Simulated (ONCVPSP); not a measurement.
**Reading a pseudo-wave (silicon (Si))**

Columns: radius, all-electron u(r) and pseudo u(r) of the 2s shell (level -160.80 eV) of silicon in the configuration [He] 2s2 2p6 3s2; PBE, scalar-relativistic, ONCV scheme, ONCVPSP 4.0.1.

```
r (bohr)  all-electron  pseudo
   0.055       -0.6336  0.2578
   0.110       -0.3756  0.5040
   0.165        0.1189  0.7279
   0.220        0.5903  0.9206
   0.275        0.9533  1.0757
   0.330        1.1946  1.1895
   0.385        1.3285  1.2611
   0.440        1.3780  1.2922
   0.495        1.3660  1.2865
   0.550        1.3118  1.2494
   0.605        1.2313  1.1878
   0.660        1.1356  1.1083
   0.715        1.0331  1.0177
   0.770        0.9297  0.9219
   0.825        0.8293  0.8258
   0.880        0.7344  0.7331
   0.935        0.6465  0.6460
   0.990        0.5661  0.5659
   1.045        0.4935  0.4935
   1.100        0.4287  0.4286
   1.155        0.3711  0.3710
   1.210        0.3204  0.3203
   1.265        0.2758  0.2758
   1.320        0.2371  0.2370
   1.375        0.2033  0.2033
   1.430        0.1741  0.1741
```

(1) How many radial nodes do the two functions have?

(2) At about which radius was the pseudo-wave matched?

(3) Is the pseudo-wave norm-conserving?

Answers

(1) The all-electron 2s function has n − l − 1 = 1; the pseudo-wave has 0, since the states of the same l below it are removed with the core.

(2) 1.10 bohr. The columns agree to 0.0005 from 0.94 bohr on; several derivatives are matched, so the curves merge somewhat inside the radius.

(3) Yes: the ONCV scheme keeps the norm inside the radius equal to the all-electron one, which fixes the energy derivative of the logarithmic derivative at the level.
